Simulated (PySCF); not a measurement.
These compounds are isomers of formula C$_{6}$H$_{12}$F$_{2}$Si.

A. SMILES CC/C(=C/[SiH2]CF)CF
B. `F[C@@H]1CCC[C@@](F)([SiH3])C1`
C. `F[C@]1(C)CCC[Si@H](F)C1`

Spectrum 1. ¹H NMR (300 MHz, computed): δ 6.11 (m, 1H), 5.38 (m, 2H), 4.92 (m, 2H), 4.53 (m, 2H), 1.98 (q, 2H), 1.16 (t, 3H). ¹³C{¹H} NMR (computed): δ 168.2 (C), 120.2 (CH), 89.2 (CH2), 79.3 (CH2), 32.8 (CH2), 18.6 (CH3).

Spectrum 2. ¹H NMR (300 MHz, computed): δ 5.27 (m, 1H), 1.99 (m, 1H), 1.93 (m, 1H), 1.78 (m, 1H), 1.70 (m, 1H), 1.52 (m, 1H), 1.26 (m, 3H), 1.16 (m, 1H), 1.16 (m, 1H), 0.81 (m, 1H). ¹³C{¹H} NMR (computed): δ 97.1 (C), 44.0 (CH2), 31.6 (CH2), 29.0 (CH3), 22.0 (CH2), 15.4 (CH2).

Spectrum 3. ¹H NMR (300 MHz, computed): δ 4.65 (m, 1H), 3.95 (m, 3H), 2.78 (m, 1H), 2.22 (m, 1H), 2.20 (m, 1H), 1.95 (m, 1H), 1.83 (m, 1H), 1.67 (m, 1H), 1.40 (m, 1H), 1.18 (m, 1H). ¹³C{¹H} NMR (computed): δ 95.5 (C), 92.6 (CH), 48.1 (CH2), 40.3 (CH2), 36.8 (CH2), 23.1 (CH2).

- structure optimised with GFN2-xTB
- shieldings: GIAO PBE0/pcSseg-1
- code: PySCF
- no solvent, relativity neglected, rapidly exchanging positions averaged, single conformer

Shifts are taken against calculated references (same method and geometry level): TMS for ¹H (31.72 ppm), ¹³C (186.93 ppm). Splittings of carbon signals by F and P are missing where no couplings were computed. Where no couplings were computed, multiplicities follow the n + 1 count of equivalent neighbours, and m marks all less simple cases (inequivalent or close neighbours, rings, F or P nearby). Shifts are as computed. Against solution values, carbons near 30 ppm lie about +3 ppm off and those near 130 ppm about +5 ppm. Of 1309 compounds with measured shifts, 239 miss one by over three times the rms of a fit or turn the order of signals round; such compounds aren't used in these exercises.

Q: Which spectrum belongs to which compound?

A: 1–A, 2–C, 3–B.

- Spectrum 1 (A): 6 ¹³C signals; δC 120.2 is an alkene CH; δC 89.2 is an allylic sp3 CH2 bonded to F.
- Spectrum 2 (C): 6 ¹³C signals; δC 97.1 is a fully substituted sp3 carbon bonded to F; δC 44.0 is an sp3 CH2 in a ring.
- Spectrum 3 (B): 6 ¹³C signals; δC 95.5 is a fully substituted sp3 carbon bonded to F and Si; δC 92.6 is an sp3 CH bonded to F.
